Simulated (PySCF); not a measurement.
C2H4BFO2, SMILES COB(F)C=O. Heavy atoms are numbered as in [CH3:1][O:2][B:3]([F:4])[CH:5]=[O:6]. Hydrogens are named by the atom that carries them.

Geometry optimised at ωB97X-D3(BJ)/def2-SVP. The structure was generated by enumeration, and PubChem lists no compound with its InChIKey, so it may never have been made. The values are those of a single conformer.

Method: PySCF with PBE/pcSseg-1.

GIAO shieldings, no solvent; atoms alike by connectivity are averaged. δ = σ(ref) − σ: ¹³C against TMS (σ = 182.0 ppm); ¹⁷O against H2O (σ = 334.3 ppm); ¹¹B against BF3 (σ = 83.9 ppm); ¹⁹F against CFCl3 (σ = 133.6 ppm); ¹H against TMS (σ = 31.49 ppm), references at their B3LYP-D3(BJ)/def2-TZVP geometries, non-relativistic.

| nucleus | atoms | count | δ (ppm) |
|---|---|---|---|
| ¹³C | C5 (CH) | 1 | 239.5 |
| ¹³C | C1 (CH3) | 1 | 57.5 |
| ¹⁷O | O6 | 1 | 939.5 |
| ¹⁷O | O2 | 1 | 134.1 |
| ¹¹B | B3 | 1 | -2.6 |
| ¹⁹F | F4 | 1 | -116.8 |
| ¹H | H on C5 | 1 | 11.80 |
| ¹H | H on C1 | 3 | 4.67 |
